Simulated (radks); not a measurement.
Question: Excited configurations of Rh: one electron is placed in a higher orbital outside [Kr] 4d8. The ground configuration is [Kr] 4d8 5s1. All-electron calculation, scalar-relativistic Kohn-Sham, PBE, spin-polarised, spherical densities, point nucleus; open shells are filled with parallel spins first (spin-orbit coupling, left out, can overturn this in heavy ions). Program: a radial shooting solver on a logarithmic mesh with Libxc functionals. Excitation = E - E(ground); binding = E(ion) - E, where the ion is the core of charge +1; n* = 1/sqrt(2 binding) in atomic units, and the quantum defect is n - n*.

outer orbital  excitation (eV)  binding (eV)     n*  quantum defect  eigenvalue (eV)  <r> (bohr)
5d                       6.196         1.656  2.866           2.134           -0.802       10.06
5f                       7.180         0.672  4.500           0.500           -0.405       28.31
6s                       5.283         2.569  2.301           3.699           -1.580       8.586

Estimate the row for 6p.

Answer: excitation (eV) 5.995; binding (eV) 1.857; n* 2.707; quantum defect 3.293; eigenvalue (eV) -1.101; <r> (bohr) 11.13. The Delta-SCF ionisation energy is 7.852 eV (NIST Atomic Spectra Database: 7.459 eV, measured). Self-interaction in the functional shifts the binding energies and quantum defects, so they are the method's values and not measured ones. Open shells are spherical and high-spin; term and fine-structure splittings are not resolved.
